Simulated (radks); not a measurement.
Neutral krypton inside a hard spherical wall (all orbitals vanish at R), configuration held at [Kr] and not refilled when levels cross. All-electron calculation, non-relativistic Kohn-Sham, LDA (Slater exchange, Perdew-Wang correlation), spin-unpolarised, spherical densities, point nucleus. Program: a radial shooting solver on a logarithmic mesh with Libxc functionals. Eigenvalues in eV, with the zero of energy where the potential of the charges vanishes at infinity; a dash marks a level that is unbound or too diffuse for the functional's potential to be trusted. A positive occupied level is held by the wall or, in an anion where self-interaction has pushed it up, behind a barrier. The pressure on the wall is -dE/dV.

[
 {"R (bohr)": "free", "E (hartree)": "-2750.13331", "kinetic (hartree)": "2747.811", "e(3p)": "-192.83", "e(3d)": "-83.646", "e(4s)": "-22.326", "e(4p)": "-9.422", "e(5s, empty)": "-0.376", "e(5p, empty)": "-", "pressure (GPa)": "0"},
 {"R (bohr)": "15", "E (hartree)": "-2750.13331", "kinetic (hartree)": "2747.811", "e(3p)": "-192.83", "e(3d)": "-83.646", "e(4s)": "-22.326", "e(4p)": "-9.422", "e(5s, empty)": "-0.323", "e(5p, empty)": "0.785", "pressure (GPa)": "< 0.0001"},
 {"R (bohr)": "12", "E (hartree)": "-2750.13331", "kinetic (hartree)": "2747.811", "e(3p)": "-192.83", "e(3d)": "-83.646", "e(4s)": "-22.326", "e(4p)": "-9.422", "e(5s, empty)": "-0.203", "e(5p, empty)": "1.210", "pressure (GPa)": "< 0.0001"},
 {"R (bohr)": "10", "E (hartree)": "-2750.13330", "kinetic (hartree)": "2747.811", "e(3p)": "-192.83", "e(3d)": "-83.645", "e(4s)": "-22.325", "e(4p)": "-9.421", "e(5s, empty)": "0.041", "e(5p, empty)": "1.827", "pressure (GPa)": "0.000341"},
 {"R (bohr)": "7", "E (hartree)": "-2750.13199", "kinetic (hartree)": "2747.824", "e(3p)": "-192.75", "e(3d)": "-83.561", "e(4s)": "-22.257", "e(4p)": "-9.355", "e(5s, empty)": "1.662", "e(5p, empty)": "4.801", "pressure (GPa)": "0.105"},
 {"R (bohr)": "5", "E (hartree)": "-2750.09568", "kinetic (hartree)": "2748.089", "e(3p)": "-191.59", "e(3d)": "-82.409", "e(4s)": "-21.376", "e(4p)": "-8.443", "e(5s, empty)": "7.834", "e(5p, empty)": "13.635", "pressure (GPa)": "5.98"},
 {"R (bohr)": "1.5", "E (hartree)": "-2714.97447", "kinetic (hartree)": "2856.657", "e(3p)": "-90.481", "e(3d)": "19.759", "e(4s)": "132.21", "e(4p)": "160.01", "e(5s, empty)": "495.23", "e(5p, empty)": "512.63", "pressure (GPa)": "100000"}
]
